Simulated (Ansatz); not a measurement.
Molecule: CH3Se, charge 0, multiplicity 2. It need not be the lowest isomer of its formula. 
Coordinates optimised at B3LYP-D3(BJ)/def2-TZVP (Ansatz, a quantum-chemistry and plane-wave program):
```
C
H 1 1.0870
H 1 1.0870 2 111.39
H 1 1.0918 2 108.97 3 -120.24
Se 1 1.9534 2 110.54 4 -116.45
```
Charge 0, spin multiplicity 2.

Property: vertical ionisation energy (to the triplet state of charge +1; each state is the SCF solution reached for its spin), in eV. Valence correlation only, unless marked. UHF or UKS for open shells. Spin-orbit coupling is left out. Frozen are the shells of the preceding noble gas and the d and f shells that filled before the atom's block. Non-relativistic. Basis-set limits of correlation are two-point, X^-3; Hartree-Fock from the larger set. [CCSD(T)-MP2]/basis is that difference in the basis named.

```tsv
level	program	vertical ionisation energy (eV)
PBE/def2-TZVPD	Ansatz	(withheld)
B3LYP/def2-TZVPD	Ansatz	8.89
CAM-B3LYP/def2-TZVPD	Ansatz	(withheld)
wB97X-V/def2-TZVPD	Ansatz	(withheld)
SCS-MP2/aug-cc-pVDZ	Ansatz	8.53
SCS-MP2/def2-SVPD	Ansatz	8.54
CCSD/def2-TZVPPD	Ansatz	8.67
RI-MP2/CBS(aug-cc-pVTZ,aug-cc-pVQZ)+[CCSD(T)-MP2]/aug-cc-pVTZ	Ansatz	8.89
```

**Question.** Complete the blanks.

**Answer.** 
- PBE/def2-TZVPD, vertical ionisation energy (eV): 8.74
- CAM-B3LYP/def2-TZVPD, vertical ionisation energy (eV): 8.92
- wB97X-V/def2-TZVPD, vertical ionisation energy (eV): 8.91
